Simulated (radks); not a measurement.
Results of a calculation; reference values are marked as such.
Problem. Ionisation of neutral nickel, [Ar] 3d8 4s2, to Ni+, [Ar] 3d9, under several functionals. Dirac Kohn-Sham, spin-unpolarised, spherical densities, finite nucleus; open shells are shared between the two j in proportion to 2j + 1; a radial shooting solver on a logarithmic mesh with Libxc functionals. The NIST Atomic Spectra Database gives 7.640 eV (measured). Rank these functionals by the error of their Delta-SCF ionisation energy: OLYP; LDA (Slater exchange, VWN5 correlation); exchange-only LDA; HCTH/407.

Solution. From best to worst: LDA (Slater exchange, VWN5 correlation) 6.542 eV (-1.097); exchange-only LDA 5.900 eV (-1.740); HCTH/407 5.798 eV (-1.842); OLYP 5.618 eV (-2.022). Spin polarisation and multiplet splitting are left out, so open shells lie too high by an amount that depends on their filling.

Beside tabulated values, note that spin-unpolarised runs miss the spin-polarisation part of the exchange energy of open shells.
